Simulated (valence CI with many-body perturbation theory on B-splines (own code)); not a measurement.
Ta51+: calculated level list

Calculated by relativistic CI+MBPT: four valence electrons over a frozen Dirac-Fock core [Ar], a basis of 9 s, 9 p, 10 d, 8 f, 5 g, 3 h, 1 i functions for each j, with the one-electron correlation potential Σ1 (screened to all orders), the two-electron term Σ2, the three-electron term Σ3, Breit, model QED; selected single and double excitations, second order for the rest (own B-spline code, finite nucleus).

The last digits are not significant, and no measured levels were compared; by estimate large intervals hold to a few tenths of a per cent, small ones and those within an open d or f shell to about a per cent. The list stops below the first excitations out of the core. Only levels of the ground parity were solved; by the run's estimate the other parity begins above the list, which can be wrong where configurations are misplaced.

Levels 1 to 30 of 30, with energies above the lowest level, (3d3/2^4) J=0. "Leading %" is the weight of the configuration and term that name the level; weights of strongly mixed levels are sums over their largest components and can fall short. In the jj column 3d3/2^4 stands for four electrons in 3d with j = 3/2.

| No. | Configuration | Term | J | E (cm⁻¹) | Leading % | g | Leading jj | Second component |
| --- | --- | --- | --- | --- | --- | --- | --- | --- |
| 1 | 3d⁴ | ³P | 0 | 0 | 60 |  | 3d3/2^4 (99 %) | 26 % 3d⁴ ⁵D |
| 2 | 3d⁴ | ⁵D | 1 | 481180 | 57 | 1.490 | 3d3/2^3 3d5/2 (99 %) | 43 % 3d⁴ ³P |
| 3 | 3d⁴ | ³F | 4 | 575770 | 28 | 1.061 | 3d3/2^3 3d5/2 (99 %) | 24 % 3d⁴ ¹G |
| 4 | 3d⁴ | ⁵D | 2 | 599420 | 34 | 1.199 | 3d3/2^3 3d5/2 (94 %) | 18 % 3d⁴ ³D |
| 5 | 3d⁴ | ³F | 3 | 626650 | 30 | 1.116 | 3d3/2^3 3d5/2 (96 %) | 20 % 3d⁴ ³G |
| 6 | 3d⁴ | ⁵D | 0 | 1031100 | 67 |  | 3d3/2^2 3d5/2^2 (98 %) | 23 % 3d⁴ ¹S |
| 7 | 3d⁴ | ⁵D | 2 | 1036600 | 53 | 1.271 | 3d3/2^2 3d5/2^2 (96 %) | 16 % 3d⁴ ³F |
| 8 | 3d⁴ | ³H | 4 | 1053600 | 40 | 1.140 | 3d3/2^2 3d5/2^2 (98 %) | 36 % 3d⁴ ⁵D |
| 9 | 3d⁴ | ⁵D | 3 | 1069800 | 49 | 1.173 | 3d3/2^2 3d5/2^2 (95 %) | 31 % 3d⁴ ³G |
| 10 | 3d⁴ | ³H | 5 | 1099100 | 67 | 1.078 | 3d3/2^2 3d5/2^2 (100 %) | 33 % 3d⁴ ³G |
| 11 | 3d⁴ | ¹I | 6 | 1121500 | 53 | 1.067 | 3d3/2^2 3d5/2^2 (100 %) | 47 % 3d⁴ ³H |
| 12 | 3d⁴ | ³D | 1 | 1139500 | 42 | 1.071 | 3d3/2^2 3d5/2^2 (97 %) | 40 % 3d⁴ ³P |
| 13 | 3d⁴ | ³F | 3 | 1165000 | 45 | 1.064 | 3d3/2^2 3d5/2^2 (98 %) | 23 % 3d⁴ ³D |
| 14 | 3d⁴ | ³G | 4 | 1167500 | 54 | 1.027 | 3d3/2^2 3d5/2^2 (99 %) | 40 % 3d⁴ ¹G |
| 15 | 3d⁴ | ³F | 2 | 1182900 | 32 | 1.078 | 3d3/2^2 3d5/2^2 (98 %) | 30 % 3d⁴ ³D |
| 16 | 3d⁴ | ³F | 2 | 1282800 | 51 | 0.970 | 3d3/2^2 3d5/2^2 (97 %) | 28 % 3d⁴ ³P |
| 17 | 3d⁴ | ³F | 4 | 1325200 | 66 | 1.179 | 3d3/2^2 3d5/2^2 (97 %) | 27 % 3d⁴ ¹G |
| 18 | 3d⁴ | ¹D | 2 | 1424700 | 42 | 1.127 | 3d3/2^2 3d5/2^2 (95 %) | 32 % 3d⁴ ³P |
| 19 | 3d⁴ | ³P | 0 | 1547800 | 57 |  | 3d3/2^2 3d5/2^2 (84 %) | 43 % 3d⁴ ¹S |
| 20 | 3d⁴ | ⁵D | 4 | 1606800 | 38 | 1.161 | 3d3/2 3d5/2^3 (96 %) | 24 % 3d⁴ ³H |
| 21 | 3d⁴ | ³F | 3 | 1617700 | 42 | 1.191 | 3d3/2 3d5/2^3 (98 %) | 31 % 3d⁴ ⁵D |
| 22 | 3d⁴ | ³D | 1 | 1658600 | 49 | 0.997 | 3d3/2 3d5/2^3 (98 %) | 28 % 3d⁴ ³P |
| 23 | 3d⁴ | ³G | 5 | 1664200 | 67 | 1.133 | 3d3/2 3d5/2^3 (100 %) | 33 % 3d⁴ ³H |
| 24 | 3d⁴ | ³H | 6 | 1668800 | 53 | 1.077 | 3d3/2 3d5/2^3 (100 %) | 47 % 3d⁴ ¹I |
| 25 | 3d⁴ | ³F | 2 | 1731200 | 46 | 1.058 | 3d3/2 3d5/2^3 (96 %) | 38 % 3d⁴ ³P |
| 26 | 3d⁴ | ³D | 3 | 1746900 | 37 | 1.086 | 3d3/2 3d5/2^3 (99 %) | 32 % 3d⁴ ¹F |
| 27 | 3d⁴ | ¹S | 0 | 1811900 | 76 |  | 3d3/2 3d5/2^3 (80 %) | 19 % 3d⁴ ³P |
| 28 | 3d⁴ | ³F | 3 | 1866400 | 64 | 1.054 | 3d3/2 3d5/2^3 (100 %) | 32 % 3d⁴ ¹F |
| 29 | 3d⁴ | ³P | 1 | 1870600 | 89 | 1.400 | 3d3/2 3d5/2^3 (99 %) | 9 % 3d⁴ ³D |
| 30 | 3d⁴ | ¹G | 4 | 1871700 | 65 | 1.045 | 3d3/2 3d5/2^3 (98 %) | 24 % 3d⁴ ³F |

The ionisation energy to 3d³ ⁴F3/2 of the next ion comes out as 4745.3 eV (NIST: 4745 ± 4 eV (theoretical)). All 30 levels together are meant to be complete up to 1904700 cm⁻¹.
